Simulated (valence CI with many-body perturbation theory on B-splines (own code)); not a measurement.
The numbers below are computed, except where a source is named.
# Assign the levels of Fe13+

Level of theory: configuration interaction combined with many-body perturbation theory (CI+MBPT): three valence electrons over a frozen Dirac-Fock core [Ne], radial functions for each j: 11 s, 11 p, 10 d, 8 f, 5 g, 2 h, with the one-electron correlation potential Σ1, the two-electron term Σ2, the three-electron term Σ3, Breit, model QED; selected CI, second order for the rest, scaled by the run's own slope (own B-spline code, finite nucleus).

No measured spectrum was set against this ion. As an estimate, levels of excited configurations hold to 0.05 to 0.15 % of their energy, terms of the ground configuration to about 0.5 %.

```csv
No.,J,Parity,E (cm⁻¹),g
1,1/2,odd,0,0.665
2,3/2,odd,18862,1.333
3,1/2,even,224970,2.661
4,3/2,even,232680,1.732
5,5/2,even,242280,1.592
6,3/2,even,299280,0.804
7,5/2,even,301510,1.208
8,1/2,even,365010,1.714
9,1/2,even,388850,0.961
10,3/2,even,396870,1.329
11,3/2,even,473280,0.799
12,5/2,even,475270,1.200
15,3/2,odd,589140,1.930
16,3/2,odd,641650,0.422
```

Energies count from the lowest level. Strongly mixed levels and levels close to another of their J and parity are left out, so the numbers can have gaps.

Question: Give configuration and LS term of each level.

Answer: 1: 3s2.3p 2P°; 2: 3s2.3p 2P°; 3: 3s.3p2 4P; 4: 3s.3p2 4P; 5: 3s.3p2 4P; 6: 3s.3p2 2D; 7: 3s.3p2 2D; 8: 3s.3p2 2S; 9: 3s.3p2 2P; 10: 3s.3p2 2P; 11: 3s2.3d 2D; 12: 3s2.3d 2D; 15: 3p3 4S°; 16: 3s.3p.3d 4F°.
